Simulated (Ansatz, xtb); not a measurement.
Molecule: sum formula BHCl, charge 0, multiplicity 2. It need not be the lowest isomer of its formula. 
Geometry from a B3LYP-D3(BJ)/def2-TZVP (Ansatz, a first-principles code) optimisation:
```
B
H 1 1.1892
Cl 1 1.7169 2 123.67
```
Charge 0, spin multiplicity 2.

Harmonic wavenumbers from GFN2-xTB (xtb, at its own minimum), cm⁻¹: 798, 926, 2601.

**Question.** Give the harmonic wavenumbers at B3LYP-D3(BJ)/def2-TZVP (Ansatz, finite differences of forces, unscaled).

**Answer.** 838, 897, 2642 cm⁻¹. Zero-point energy 6.3 kcal/mol.

**Question.** From these and the geometry, give the ideal-gas thermochemistry at 298.15 K and 1 atm (rigid rotor, harmonic oscillator).

**Answer.** Point group Cs, rotational symmetry number 1. Rotational constants 608.3, 17.79, 17.29 GHz. S(trans) 37.48, S(rot) 18.09, S(vib) 0.32, S(elec, spin only) 1.38, S 57.3 cal/(mol K). H(298) - H(0) 2.45 kcal/mol; G - E(el) -8.4 kcal/mol.
